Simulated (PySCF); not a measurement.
C₃H₁₃NSi₂, SMILES [C@H](N[SiH2]C)([SiH3])C.

Coordinates come from a B3LYP-D3(BJ)/def2-SVP optimisation. The structure was generated by enumeration; whether it is a known compound was not checked. The values are those of a single conformer.

Two levels are set side by side: TDA-PBE/def2-SVPD (PySCF) and TDA-B3LYP/def2-SVPD (PySCF). Vertical, same geometry. The lowest singlet is HOMO→LUMO 99 % with PBE and HOMO→LUMO 96 % with the other functional; states are paired by order. Differences are taken from unrounded values.

| quantity | TDA-B3LYP | TDA-PBE | TDA-PBE minus TDA-B3LYP |
|---|---|---|---|
| lowest singlet excitation (eV) | 5.62 | 5.03 | -0.59 |
| lowest triplet excitation (TDA) (eV) | 5.39 | 4.85 | -0.54 |

A lower first singlet is the usual sign of a functional without exact exchange. Differences between two approximate levels are no errors against the true value.

Rough cost on one machine, each run with all the roots and properties that it gave: TDA-B3LYP against TDA-PBE about 2 times.
